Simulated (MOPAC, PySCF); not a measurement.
H2AlF3Si, SMILES `F[Si]([AlH2])(F)F`, neutral singlet in the gas phase. 

Cartesian coordinates (Å):
SMILES: F[Si](F)(F)[AlH2]
```xyz
7

F     -1.5024    -0.3832     1.5421
Si    -1.0134     0.0055     0.0579
F     -1.6926    -1.0597    -0.9385
F     -1.6916     1.4236    -0.2798
Al     1.4556     0.0097    -0.0996
H      2.2122    -1.3900    -0.0695
H      2.2321     1.3942    -0.2125
```
Charge 0, spin multiplicity 1.

All levels are single points at this geometry (PBE-D3(BJ)/def2-TZVP); Pople sets use spherical d functions. Orbital energies aren't observables, and empty levels follow the basis.

PM6 in MOPAC gives gap (eV) = 9.54.

Problem. Estimate the gap (eV) from each of these levels: PBE-D3(BJ)/def2-TZVP in PySCF; B3LYP/6-311+G** in PySCF; B3LYP/6-31G* in PySCF; BP86/6-31G* in PySCF; HF/6-31G* in PySCF.

Solution. 
```csv
level,gap (eV)
PBE-D3(BJ)/def2-TZVP in PySCF,3.88
B3LYP/6-311+G** in PySCF,5.56
B3LYP/6-31G* in PySCF,5.42
BP86/6-31G* in PySCF,3.86
HF/6-31G* in PySCF,11.57
```
